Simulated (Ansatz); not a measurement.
Match the barriers

Saddle point of BSiH₅Cl₂O, closed shell (BHCl₂ ([Cl][BH][Cl]) + SiH₄O ([OH][SiH3]) → BHCl₂O ([OH][B]([Cl])[Cl]) + SiH₄; bonds formed: H2–Si5; dative contacts that become bonds: B1–O6; bonds broken: B1–H2, Si5–O6), PBE0-D4/def2-TZVP structure:

```xyz
10
angstrom
B -1.0608 -0.0043 -0.4874
H -0.0526 0.8419 -0.6819
Cl -1.0818 -1.0758 -1.9433
Cl -2.4853 1.0527 -0.2432
Si 1.1127 0.3181 0.3924
O -0.5884 -0.6962 0.7232
H 0.9332 1.0125 1.6797
H 1.9954 1.1926 -0.4437
H 1.8147 -0.9871 0.3844
H -0.5870 -1.6548 0.6197
```

Ansatz 0.2.0; basis: def2-TZVPP, with def2-QZVPP for the basis limit; cores frozen in the correlated methods. Extrapolation: Hartree–Fock as exp(−7.88 √X), correlation as X^−2.97. Four methods, as single points on the PBE0-D4 structures, gave these electronic barriers from the start structure: 0.635, 0.738, 0.882, 1.236 eV.

Q: The methods were, in alphabetical order, HF, MP2, PBE-D4, PBE0-D4. Which gave which? (Judge from chemistry; the calculation decides.)

A: The calculation gives: PBE-D4 0.635; PBE0-D4 0.738; MP2 0.882; HF 1.236 eV. For comparison, CCSD(T) at an estimated basis limit (MP2 extrapolated from triple and quadruple zeta, plus CCSD(T) − MP2 in triple zeta) gives 0.897 eV.

T1 diagnostic: at most 0.012.

Ligand swaps between two centres remove the fluorinated layer in thermal atomic layer etching, and scramble precursors in the gas phase.

Labels in which every atom is bracketed show which atoms are joined, not bond orders.

For scale, one of the runs: CCSD(T)/def2-TZVPP, 258 basis functions, launched by `ansatz run in.yaml --threads 8 --pin off --events-out ev --progress --plain --max-ram 19148MiB`. Hardware: 8 CPU threads of an Intel Xeon 6975P-C, shared host. Wall time 23 s; peak host memory 6.3 GiB.
